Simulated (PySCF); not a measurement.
CH12OSi4, SMILES O[Si@H](C[SiH3])[SiH2][SiH3].

The structure is a stationary point at PBE0-D3(BJ)/def2-SVP. The structure was generated by enumeration; whether it is a known compound was not checked. One conformer was computed; it need not be the lowest.

Method: B3LYP/def2-TZVP run with PySCF.

Gas-phase values at a fixed geometry.

Estimate the frontier levels, gap, dipole moment. (The exact figures need the calculation; the answer reports its results.)


The highest occupied level is -7.55 eV and the lowest empty level is -0.61 eV. The orbital gap is 6.94 eV. The dipole moment comes out as 1.90 D and the quadrupole, principal values (traceless, Buckingham form, about the centre of nuclear charge) is -5.09, -4.68, 9.77 D·Å.
